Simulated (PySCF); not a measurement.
# Radial density of Nb³⁺ (niobium, charge +3)

UHF, [Kr] 4d2, high-spin 3F determinant. All numbers are calculated (PySCF 2.14, scalar relativity through the core potential, in def2-TZVPPD with the def2 core potential (28 electrons)). This is the valence pseudo-density: the core potential removes the inner electrons and smooths the orbitals near the nucleus.

```csv
r (bohr),4πr²ρ (e/bohr),4πr²(ρα − ρβ)
0.0462,1.106e-05,0.0000
0.0777,4.699e-05,0.0000
0.131,0.0002911,0.0000
0.220,0.003238,0.0005
0.370,0.08234,0.0108
0.622,2.208,0.1647
1.05,9.563,1.0140
1.76,3.985,1.1682
2.96,0.2729,0.2069
4.98,0.002039,0.0020
```

Energies and moments cover only the electrons outside the core potential.
